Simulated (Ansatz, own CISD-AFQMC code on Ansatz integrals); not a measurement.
H3BSi2, SMILES `B1[SiH]=[SiH]1` (charge 0, multiplicity 1).

Z-matrix (Å, degrees):
```
B
H 1 1.1876
Si 1 1.9166 2 146.55
H 3 1.4921 1 150.20 2 0.00
Si 1 1.9166 2 146.54 3 -179.99
H 5 1.4921 1 150.21 2 0.00
```
Charge 0, multiplicity 1.

Frozen-core energies in cc-pVDZ from Ansatz (a quantum-chemistry and plane-wave program) at a geometry from PBE0-D3(BJ)/def2-TZVP; the HF reference has <S^2> = 0.00 and the T1 diagnostic is 0.016.

```tsv
level	energy (Ha)
HF	-604.17928
MP2	-604.45179
CCSD	-604.48804
```

Task: Estimate the energies of CCSD(T), CCSDT, phaseless AFQMC, CISD trial (own CISD-AFQMC code on Ansatz integrals; ±0.39 mHa) and CCSDT(Q), and give each level's difference from CCSDT(Q).

Result: 
```tsv
level	energy (Ha)	difference from CCSDT(Q) (mHa)
MP2	-604.45179	54.63
CCSD	-604.48804	18.39
CCSD(T)	-604.50377	2.66
CCSDT	-604.50514	1.28
phaseless AFQMC, CISD trial (own CISD-AFQMC code on Ansatz integrals; ±0.39 mHa)	-604.50531	1.11
CCSDT(Q)	-604.50642	0.00
```
